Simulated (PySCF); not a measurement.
C₂H₅F₂NSi, SMILES N(=C\C)/[SiH](F)F. Geometry optimised at r2SCAN-D4/def2-SVP. The structure was generated by enumeration; whether it is a known compound was not checked. Other conformers were not sampled.

The numbers are results of r2SCAN-D4/def2-SVP (PySCF), not measurements.

Harmonic wavenumbers (cm⁻¹): 85, 105, 140, 178, 288, 329, 390, 485, 741, 817, 823, 846, 895, 960, 1001, 1097, 1135, 1354, 1402, 1430, 1441, 1760, 2331, 2949, 3028, 3109, 3174. Rotational constants (GHz): 5.854, 1.556, 1.346; symmetry number 1.

Problem. Work out the zero-point energy and the ideal-gas rigid-rotor harmonic-oscillator thermochemistry at 298.15 K and 1 atm.

Solution. ZPE = ½ Σ hcν = ½ × 32294 cm⁻¹ = 46.17 kcal/mol. H − E(el) = 51.45 kcal/mol. Entropy in cal/(mol K): translation 39.98, rotation 27.66, vibration 18.08, total 85.72. G − E(el) = 25.89 kcal/mol. Cp = 26.58 cal/(mol K). Modes under 150 cm⁻¹ make the vibrational entropy uncertain.
